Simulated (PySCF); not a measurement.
Compound: SnClBr3.
Bonds: Sn1–Cl2, Sn1–Br3, Sn1–Br4, Sn1–Br5.

Theory: TDDFT PBE0/def2-SVPD, vertical, gas phase, core orbitals frozen in the response, def2 core potentials past Kr (PySCF 2.14.0, density-fitted response routines). Geometry: PBE0-D3(BJ)/def2-SVP; no solvent, vibrations or thermal averaging. Spin–orbit coupling is left out.

Orbital energies (eV): HOMO-3 -9.43, HOMO-2 -9.13, HOMO-1 -9.11, HOMO -9.01, LUMO -3.76, LUMO+1 -0.78, LUMO+2 -0.76.

Computed singlets:

```tsv
state	E (eV)	f
S1	4.01	0.0000
S2	4.12	0.0037
S3	4.13	0.0039
S4	4.49	0.025
S5	4.50	0.025
S6	4.55	0.040
S7	4.93	0.037
S8	4.93	0.039
S9	6.57	0.059
```

Task: Assign a leading configuration to S1, S2 and S3 and set E beside the orbital difference Δε.

Result: 

| state | leading configuration | weight | Δε (eV) | E (eV) | E − Δε (eV) | f | other configurations |
| --- | --- | --- | --- | --- | --- | --- | --- |
| S1 | HOMO→LUMO | 0.99 | 5.24 | 4.01 | -1.24 | 0.0000 | – |
| S2 | HOMO-1→LUMO | 0.98 | 5.35 | 4.12 | -1.23 | 0.0037 | – |
| S3 | HOMO-2→LUMO | 0.97 | 5.36 | 4.13 | -1.23 | 0.0039 | – |

E − Δε runs from -1.24 to -1.23 eV. 

H and L stand for HOMO and LUMO. The other states: S4 4.49 eV, f 0.025, H-3→L (88%); S5 4.50 eV, f 0.025, H-4→L (75%), H-5→L (15%); S6 4.55 eV, f 0.040, H-5→L (81%), H-4→L (14%); S7 4.93 eV, f 0.037, H-6→L (77%), H-7→L (16%); S8 4.93 eV, f 0.039, H-7→L (77%), H-6→L (16%); S9 6.57 eV, f 0.059, H-8→L (75%), H→L+2 (10%).

Task: Pair triplets and singlets of the same leading configuration (75% or more in both) and give the splittings.

Result: 

```
configuration  triplet  E(T) (eV)  singlet  E(S) (eV)  E(S) − E(T) (eV)
    HOMO→LUMO       T1       3.68       S1       4.01             +0.32
```

The 4 triplets are Tamm–Dancoff values, the singlets full response.

Summed over the main configurations (up to three a state, each over 8%) of all 9 singlets, the electron leaves HOMO with weight 1.09, HOMO-1 with weight 0.98, HOMO-2 with weight 0.97 and HOMO-5 with weight 0.96.

All these states lie below the vertical ionisation energy of 10.78 eV (ΔSCF).

Time: 6.6 min of wall time (grids of density and orbitals included); peak memory 0.84 GiB. Hardware: AMD EPYC, one thread, shared host.
